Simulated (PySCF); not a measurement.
# C6H9NS: core ionisation energies

C6H9NS.
Z-matrix (Å and degrees, PBE0-D3(BJ)/def2-SVP geometry), rows numbered from 1:
```
C 
N   1  1.4377
C   2  1.4385  1  117.98
C   2  1.3745  1  116.97  3  -152.13
C   4  1.3820  2  128.75  1   -10.33
C   5  1.4242  4  112.44  2  -177.44
C   6  1.3648  5  113.61  4    -0.96
S   7  1.7292  6  111.22  5     0.11
H   1  1.1091  2  113.04  3    85.57
H   1  1.1010  2  110.31  3  -153.57
H   1  1.0987  2  109.29  3   -35.35
H   3  1.1091  2  113.38  1   -81.18
H   3  1.1018  2  110.12  1   157.83
H   3  1.0991  2  109.43  1    40.07
H   5  1.0887  4  123.73  2     2.70
H   6  1.0914  5  123.39  4   179.67
H   7  1.0882  6  129.07  5  -179.13
```

The calculation used PySCF 2.14.0, delta-SCF UKS SCAN, pcX-2 on the ionised atom, pcseg-1 elsewhere, spin-free X2C. These are vertical core ionisation energies against the vacuum level, from separate self-consistent calculations with and without the core hole.

Task: What binding energy does each computed site have?

Result: 
```csv
atom(s),bonded to,level,binding energy (eV),above the level's lowest (eV),count
C5,2 C (aromatic in the SMILES) and H,C 1s,289.49,0.00,1
C7,"S (aromatic in the SMILES), C (aromatic in the SMILES) and H",C 1s,289.81,+0.32,1
C6,2 C (aromatic in the SMILES) and H,C 1s,289.88,+0.39,1
C4,"N, S (aromatic in the SMILES) and C (aromatic in the SMILES)",C 1s,291.32,+1.83,1
C1/C3,N and 3 H,C 1s,291.73,+2.24,2
N2,3 C,N 1s,405.29,0.00,1
S8,2 C (aromatic in the SMILES),S 1s,2477.36,0.00,1
```

The listed C 1s values span 2.24 eV, from C5 (bonded to 2 C (aromatic in the SMILES) and H) to C1/C3 (bonded to N and 3 H). The widest gap between neighbouring values is 1.44 eV, between 289.88 and 291.32 eV. Summing the Pauling electronegativity differences to the bonded atoms, each weighted by its formal bond order, gives -0.35 for the lowest site and -0.56 for the highest; the largest sum, +0.54, belongs to C4, 0.41 eV below the top. The smallest sum, -0.56, belongs to C1/C3, 2.24 eV above the lowest.

Task: Give the binding energy of C 1s of C7 in hartree and in kJ/mol.

Result: 289.81 eV = 10.6503 Eh = 27962 kJ/mol.

Task: What is the longest wavelength that can ionise C 1s of C7 vertically?

Result: λ = hc/E = 12398.42 eV Å / 289.81 eV = 42.781 Å.

Topologically equivalent atoms share the value of their first member; where this conformer doesn't relate them by symmetry, their own values could differ. Not every level is listed. The unrestricted hole states depart most from a pure doublet (⟨S²⟩ = 0.75; over 0.85 named) for C 1s of C4 (0.85), which makes this value less certain. Geometry: PBE0-D3(BJ)/def2-SVP; no solvent, vibrations or thermal averaging.
